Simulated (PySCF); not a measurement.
## Simulated absorption spectrum

TeF4.
SMILES: `F[Te](F)(F)F`

Level of theory: PySCF 2.14.0, density-fitted response routines, TDDFT CAM-B3LYP/def2-SVPD, vertical, gas phase, core orbitals frozen in the response, def2 core potentials past Kr. Geometry: PBE0-D3(BJ)/def2-SVP; no solvent, vibrations or thermal averaging. Spin–orbit coupling is left out.

Broadening: Gaussians 0.3 eV wide at half height, area fixed by f = 4.319×10⁻⁹ ∫ε dν̃. The width is an assumption, not a result. The curve ends short of the highest state used, and states not computed would add to its high-energy end.

| λ (nm) | ε (L mol⁻¹ cm⁻¹) |
| --- | --- |
| 160.6 | 55 |
| 163.3 | 35 |
| 166.0 | 211 |
| 168.7 | 1599 |
| 171.3 | 5041 |
| 174.0 | 7400 |
| 176.7 | 5113 |
| 179.4 | 1778 |
| 182.1 | 331 |
| 184.8 | 35 |
| 187.5 | 2 |
| 190.2 | 3 |
| 192.9 | 32 |
| 195.6 | 231 |
| 198.3 | 986 |
| 200.9 | 2530 |
| 203.6 | 4353 |
| 206.3 | 4966 |
| 209.0 | 3876 |
| 211.7 | 2130 |
| 214.4 | 846 |
| 217.1 | 249 |
| 219.8 | 56 |
| 222.5 | 10 |

(1) Locate the maxima and give the states behind the curve.

(2) Coming from long wavelengths, where does ε first pass 100 L mol⁻¹ cm⁻¹?

(3) On this curve, what absorbance would a 10⁻⁴ mol/L sample give at 222 nm over a 1 cm path?

Answers

(1) 206 nm (6.02 eV), ε about 5000, made up of S1 (100%); 174 nm (7.13 eV), ε about 7400, made up of S3 (12%) and S4 (88%) (ε in L mol⁻¹ cm⁻¹; maxima over ε = 5, shares over 10%). At its high-energy end, 7.72 eV, the curve is still rising (ε about 55, from S6 and S7). The states used: S1 6.02 eV (f 0.056); S2 7.10 eV (f 0.0000); S3 7.12 eV (f 0.010); S4 7.13 eV (f 0.072); S5 7.41 eV (f 0.0000); S6 7.64 eV (f 0.0003); S7 8.01 eV (f 0.0051); S8 8.03 eV (f 0.0000); S9 8.18 eV (f 0.0058); S10 8.32 eV (f 0.0000).

(2) At about 219 nm (5.67 eV), 0.36 eV below S1.

(3) 222 nm is 5.585 eV, where ε is about 14 L mol⁻¹ cm⁻¹, so A = ε c l ≈ 0.0014 (Beer–Lambert, with the gas-phase spectrum and the assumed width).
